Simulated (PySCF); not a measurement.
A structure optimised at B3LYP-D3(BJ)/def2-SVP, used in a PySCF frequency run:

```xyz
10

In     0.0106    -0.0017     0.0000
P      0.1103     2.5467     0.0000
H     -0.8609     2.6555     1.0451
H     -0.8609     2.6555    -1.0451
P     -0.1273    -1.2704     2.2069
H      0.8373    -0.4212     2.8356
H      0.8460    -2.2371     1.8012
P     -0.1273    -1.2704    -2.2069
H      0.8460    -2.2371    -1.8012
H      0.8373    -0.4212    -2.8356
```
Charge 0, spin multiplicity 1.

Q: Write its SMILES, formula and point group.

A: [PH2][In]([PH2])[PH2], H6InP3, Cs

Q: What are its rotational constants (standard atomic weights)?

A: 1.5256, 1.5218, 0.77456 GHz
